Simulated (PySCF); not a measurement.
C₃H₁₁ClSi₂. Atoms are numbered in the order given.

```xyz
17

C     -1.4059    -1.5178     0.7053
Si    -0.7785     0.1275     0.0807
C     -2.1406     1.4043     0.0065
Cl    -0.0939    -0.1691    -1.8774
C      0.6783     0.7257     1.0951
Si     2.2936    -0.2170     0.8583
H     -2.2243    -1.8871     0.0688
H     -0.6051    -2.2723     0.7045
H     -1.7876    -1.4197     1.7344
H     -1.7705     2.3482    -0.4213
H     -2.5271     1.6119     1.0175
H     -2.9766     1.0506    -0.6160
H      0.8660     1.7896     0.8699
H      0.3893     0.6718     2.1601
H      2.9272     0.1316    -0.4460
H      2.0522    -1.6928     0.9008
H      3.2516     0.1228     1.9567
```

The structure is a stationary point at PBE0-D3(BJ)/def2-SVP. This is a generated structure with no PubChem entry under its InChIKey; it may be hypothetical. Other conformers were not sampled.

These are SMD-B3LYP/def2-SVP in PySCF values and carry that method's errors.

Solvation free energies are E(SMD) − E(gas) at the gas-phase geometry, for 1 M in both phases. In vacuum the dipole moment is 2.46 D.

### Question
Estimate the solvation free energies in water, chlorobenzene, tetrahydrofuran. (An estimate is asked for; the answer gives what the named calculation found.)

### Answer

| solvent | ΔG(solv) (kcal/mol) | its non-electrostatic (CDS) part | dipole (D) |
|---|---|---|---|
| water | 1.8 | 5.1 | 3.41 |
| chlorobenzene | -3.6 | -1.1 | 3.15 |
| tetrahydrofuran | -3.1 | -0.5 | 3.21 |
